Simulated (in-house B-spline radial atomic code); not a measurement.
**Ionising Pt5+ with different functionals**

Computed with a radial B-spline atomic code at the basis-set limit: scalar-relativistic (spin-free X2C) Hamiltonian, Fermi nucleus of rms radius 5.427 fm, spin-polarised at highest spin, spherical fractional occupations for the functionals, the average over the highest-spin determinants for Hartree-Fock. The ionisation energy is the difference of two self-consistent energies, [Xe] 4f14 5d5 → [Xe] 4f14 5d4, without Breit or QED terms; ε is the level of the shell that loses the electron (its least bound occupied spin orbital). There is no spin-orbit coupling in this Hamiltonian.

Hybrids are left out here: with spherical fractional occupations of an open shell their exact exchange keeps a self-interaction that integer-occupation calculations don't have.

| method | rung | ΔSCF (eV) | -ε(5d) (eV) |
| --- | --- | --- | --- |
| Hartree-Fock | Hartree-Fock | 76.51 | 77.28 |
| LDA VWN5 | LDA | 77.12 | 69.41 |
| LDA PW92 | LDA | 77.11 | 69.40 |
| LDA exchange-only | LDA | 75.75 | 68.09 |
| PBE | GGA | 77.01 | 69.31 |
| PBEsol | GGA | 77.01 | 69.31 |
| BLYP | GGA | 76.65 | 68.93 |
| RPBE | GGA | 76.97 | 69.27 |
| PW91 | GGA | 77.07 | 69.37 |
| BP86 | GGA | ? | ? |
| AM05 | GGA | 76.99 | 69.28 |
| OLYP | GGA | ? | ? |
| TPSS | meta-GGA | 77.03 | 69.35 |
| SCAN | meta-GGA | 77.51 | 69.87 |
| r2SCAN | meta-GGA | 77.54 | 69.90 |
| revTPSS | meta-GGA | 77.04 | 69.35 |

What does OLYP give?

ΔSCF 77.26 eV, and -ε(5d) = 69.52 eV.

What does BP86 give?

ΔSCF 77.02 eV, and -ε(5d) = 69.32 eV.

How do they compare with the NIST value?

NIST lists 75 eV ± 2 (tabulated theory, ground level to ground level). Errors run from +0.75 to +2.54 eV; all lie within about twice that uncertainty, so the table can't rank the methods. Hartree-Fock also lacks correlation.
